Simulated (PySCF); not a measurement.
Compound: CH7BO2SSi.
SMILES: `CS[SiH2]B(O)O`

The closed-shell SCF was solved with PySCF and density fitting under several settings on one GFN2-xTB geometry (grid level 2 and gas phase unless stated).

```tsv
settings	basis functions	SCF cycles	E (Eh)	HOMO (eV)	LUMO (eV)	dipole (D)
PBE0/pcSseg-1	151	12	-904.8666	-6.46	-0.55	2.91
PBE0/def2-SVPD	193	13	-904.5651	-6.48	-0.66	2.63
mPW1PW91/6-31G*	106	12	-905.3417	-6.30	-0.31	3.19
X3LYP/MINI	45	12	-900.0160	-7.13	-1.24	3.63
wB97X/STO-3G, level shift 0.3 Eh	45	12	-894.7333	-5.10	6.59	3.02
PBE0/def2-SVPD, fitting basis def2-qzvpp-jkfit	193	10	-904.5651	-6.48	-0.66	2.63
```

Problem. Estimate the rows for these settings: (1) PBE0/aug-cc-pVDZ, IEF-PCM methanol, energy threshold 1e-06 Eh; (2) PBE0/6-311+G(2d,p), IEF-PCM acetonitrile, start guess atom.

Solution. 
```tsv
settings	basis functions	SCF cycles	E (Eh)	HOMO (eV)	LUMO (eV)	dipole (D)
PBE0/aug-cc-pVDZ, IEF-PCM methanol, energy threshold 1e-06 Eh	209	8	-904.9620	-6.68	-0.55	3.45
PBE0/6-311+G(2d,p), IEF-PCM acetonitrile, start guess atom	220	11	-905.0232	-6.69	-0.58	3.36
```

Problem. Over all rows, what range does the HOMO–LUMO gap span?

Solution. From 5.82 eV to 11.69 eV.

Problem. Compare two rows with the functional PBE0: PBE0/pcSseg-1 and PBE0/def2-SVPD. Which energy is lower, and by how much?

Solution. PBE0/pcSseg-1 (151 functions) lies 0.3015 Eh or 189 kcal/mol below PBE0/def2-SVPD (193 functions). The smaller set gives the lower energy; the two sets aren't nested, so the variational bound doesn't order them by size.

Cycle counts include a coarse-grid stage where the run had one. All basis functions are spherical, in the Pople sets too. One conformer (not necessarily the lowest) at the GFN2-xTB geometry, without vibrations or thermal averaging.

Shape of the structure used: `[CH3:1][S:2][SiH2:3][B:4]([OH:5])[OH:6]`: C1–S2–Si3–B4 55°, S2–Si3–B4–O5 138°, H–O5–B4–Si3 -2°, H–O6–B4–Si3 180°.
